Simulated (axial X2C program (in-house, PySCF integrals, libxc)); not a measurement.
Values are calculated unless marked as measured or tabulated.
CuTe: input and output

Program: an in-house all-electron X2C program for linear molecules (integrals from PySCF).

The run was started with this input:
```json
{"zs": [52, 29], "q": 0, "bas": ["dyall-cv3z", "dyall-cv3z"], "levels": ["PBE0", "HF", "M06"], "cc": true, "r0": 2.43, "thr": -1.0, "nmax": 110, "npts": 10, "nst": 2, "ntry": 8}
```
```bash
python so2c.py task.json out
```

Keys: zs atomic numbers; q charge; bas basis sets; levels methods; cc coupled cluster on or off; r0 starting distance in Å; thr threshold in hartree for freezing inner shells (an s shell follows its p shell); nmax most natural virtual spinors; npts points on the curve; nst determinants followed; ntry starts of the search. HF also brings MP2.

Output of the HF step, with spin–orbit coupling, at R = 2.365 Å for the state Ω = 3/2. It starts from PBE0 orbitals of this distance.

```
two-component X2C + atomic mean field  HF
basis functions 229  fitting functions 1215  grid points 5804
iter        total energy     max residual
   1      -8440.798083807     2.52e-01
   2      -8440.839423541     3.47e-02
   3      -8440.837214689     5.03e-02
   4      -8440.846543250     4.76e-03
   5      -8440.847028516     2.18e-03
   6      -8440.847203332     1.04e-03
   7      -8440.847256614     5.76e-04
   8      -8440.847264858     2.09e-04
   9      -8440.847265750     7.86e-05
  10      -8440.847265942     2.22e-05
  11      -8440.847265967     8.23e-06
  12      -8440.847265972     5.42e-06
  13      -8440.847265975     2.80e-06
  14      -8440.847265976     2.13e-06
converged
one-electron -12294.59781469  Coulomb 3762.21690942  exact exchange -241.33350253  xc functional 0.00000000  nuclear repulsion 337.42039495  atomic mean-field constant -4.55325314
correlated 17  virtual 297  natural virtual 110  E(MP2) -0.652599551  MP2 remainder -0.041802593
iter   CCSD correlation   residual
   1     -0.520024453   2.50e-01
   2     -0.551764312   1.46e-01
   3     -0.556394326   3.70e-02
   4     -0.556461459   2.00e-02
   5     -0.556572053   1.05e-02
   6     -0.556913110   6.46e-03
   7     -0.556945375   2.95e-03
   8     -0.556871702   1.41e-03
   9     -0.556958889   6.85e-04
  10     -0.556925119   2.68e-04
  11     -0.556932851   1.34e-04
  12     -0.556935623   6.23e-05
  13     -0.556933983   3.43e-05
  14     -0.556933749   1.99e-05
  15     -0.556933991   1.19e-05
  16     -0.556933946   6.86e-06
  17     -0.556933800   3.48e-06
  18     -0.556933884   1.70e-06
  19     -0.556933849   9.50e-07
  20     -0.556933855   5.46e-07
(T) -0.024683523  T1 0.0378  D1 0.0890  max T2 0.056
```
Energies are in hartree; totals compare only within one Hamiltonian and basis. T1 in the output is the amplitude norm over the root of the electron number; divide by √2 for the Lee–Taylor value.
